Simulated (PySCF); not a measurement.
# Working out the ionisation energy of Sc(2+)

Sc(2+) [Ar] 3d1 (2D) → Sc(3+) [Ar] (1S). All numbers are calculated (PySCF 2.14, the spin-free X2C one-electron Hamiltonian (Gaussian nucleus), in x2c-QZVPPall (11s7p5d3f2g, 96 functions)). Frozen: [Ne]. Energies in hartree (1 hartree = 27.21139 eV):

```json
{"part": "UHF", "Sc(2+) (lower)": "-762.649297", "Sc(3+) (upper)": "-761.771925"}
{"part": "CCSD correlation", "Sc(2+) (lower)": "-0.247283", "Sc(3+) (upper)": "-0.229662"}
{"part": "(T)", "Sc(2+) (lower)": "-0.005495", "Sc(3+) (upper)": "-0.005067"}
```

What does Hartree-Fock give?

(-761.771925) − (-762.649297) = 0.877372 hartree = 23.875 eV.

What do CCSD and CCSD(T) give?

The CCSD correlation energies differ by 0.017621 hartree = 0.479 eV and the triples by 0.000428 hartree = 0.012 eV, so CCSD gives 24.354 eV and CCSD(T) 24.366 eV.

Reference: 24.757 eV (measured; NIST Atomic Spectra Database, ionization energies), between the lowest levels; spin-orbit coupling is absent from the calculation.

What remains against the reference includes basis incompleteness, the frozen core and higher excitations.
